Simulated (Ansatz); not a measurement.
Cost and result for the atomization energy of C$_{13}$H$_{10}$, SMILES `c1ccc2c(c1)Cc1ccccc1-2` (23 atoms, 25 bonds).

```xyz
23

C     0.947   -3.231    0.693
C     1.695   -2.736   -0.370
C     1.494   -1.446   -0.836
C     0.532   -0.656   -0.224
C    -0.222   -1.154    0.847
C    -0.017   -2.441    1.308
C    -1.187   -0.109    1.328
C    -0.906    1.051    0.415
C    -1.490    2.303    0.380
C    -1.057    3.221   -0.569
C    -0.051    2.887   -1.470
C     0.538    1.632   -1.439
C     0.107    0.714   -0.492
H     1.118   -4.242    1.044
H     2.443   -3.367   -0.837
H     2.081   -1.065   -1.665
H    -0.597   -2.833    2.136
H    -2.226   -0.447    1.250
H    -1.019    0.149    2.379
H    -2.275    2.570    1.079
H    -1.506    4.207   -0.609
H     0.274    3.616   -2.203
H     1.322    1.377   -2.143
```

The species carries charge 0 and has multiplicity 1. All single points use the PBE0-D4/def2-TZVP geometry. Program: Ansatz. All runs use 4 threads of an AMD EPYC 7R13 on a shared host and a share of an NVIDIA H100 80 GB. Times are those of one run each, without the atoms' runs, and a repeat can differ threefold. Electronic energies, without spin–orbit coupling; frozen cores. CCSD(T)/CBS adds CCSD(T) − MP2 in def2-TZVPP to the MP2 limit, and its time is that of the two runs behind it. T1 = 0.010; the RHF reference is unstable towards UHF. B3LYP takes the VWN-RPA correlation (the form of Gaussian; ORCA's B3LYP/G).

CCSD(T)/CBS is a level of theory with its own doubt, some kJ/mol a heavy atom from the limit and from the frozen cores, so smaller differences don't rank the functionals.

```csv
level,functions,wall time,atomization (kJ/mol),difference from CCSD(T)/CBS,per bond
PBE0-D4/def2-TZVPP,543,2.9 s,11934.8,300.2,12.0
LDA (SPW92)/def2-TZVPP,543,3 s,13550.9,1916.3,76.7
revPBE-D4/def2-TZVPP,543,3.3 s,11862.6,228.0,9.1
CAM-B3LYP-D4/def2-TZVPP,543,3.4 s,11729.1,94.5,3.8
r2SCAN-D4/def2-TZVPP (with forces),543,3.6 s,11793.2,158.6,6.3
BHLYP-D4/def2-TZVPP,543,4.2 s,11342.8,-291.8,-11.7
B3LYP-D4/def2-TZVPP (with forces),543,4.6 s,11708.7,74.1,3.0
CCSD(T)/def2-SVP,232,4.7 s,11283.6,-351.0,-14.0
ωB97M-V/def2-TZVPP (with forces),543,5 s,11712.0,77.4,3.1
PBE-QIDH/def2-TZVPP,543,6.5 s,11793.0,158.4,6.3
MP2/def2-QZVPP,1041,16 s,11910.4,275.8,11.0
CCSD(T)/def2-TZVPP,543,2.2 min,11369.4,-265.2,-10.6
CCSD(T)/CBS(def2),–,2.5 min,11634.6,0.0,0.0
```

From r2SCAN to r2SCAN0 (25 % exact exchange), in def2-TZVPP and without D4, the atomization energy moves by −176.3 kJ/mol: exact exchange takes away binding that semilocal exchange gives to molecules. The D4 term adds +127.5 kJ/mol with B3LYP and +68.6 kJ/mol with PBE0; it sums over pairs of atoms, weighted by their polarisabilities, and B3LYP, whose exchange is more repulsive, gets the larger term. Leaving LDA and LC-ωPBE aside and taking each functional with its dispersion term where it has one, the values, not all of them listed here, spread over 821.0 kJ/mol, from BHLYP-D4 to PBE-D4. LDA lies +1467.4 kJ/mol from PBE without D4, its usual overbinding.
